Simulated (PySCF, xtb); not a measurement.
C₃H₄FNSi, SMILES F[Si@H]1C=CC=N1.

Harmonic wavenumbers (cm⁻¹) from xtb with GFN2-xTB at its own minimum, in rising order: 126, 168, 348, 415, 489, 551, 625, 669, 736, 765, 835, 880, 897, 914, 991, 1084, 1242, 1287, 1555, 1634, 2434, 3022, 3083, 3122.

Problem. What does PySCF with PBE-D3(BJ)/def2-SVP give at its own minimum? (An estimate is asked for; the answer gives what the named calculation found.)

Solution. 134, 219, 388, 440, 493, 630, 685, 704, 722, 803, 839, 901, 924, 936, 975, 1042, 1255, 1313, 1531, 1623, 2206, 2986, 3092, 3159. Paired by order, the mean absolute difference is 36 cm⁻¹ and the zero-point energies are 39.8 and 40.0 kcal/mol.
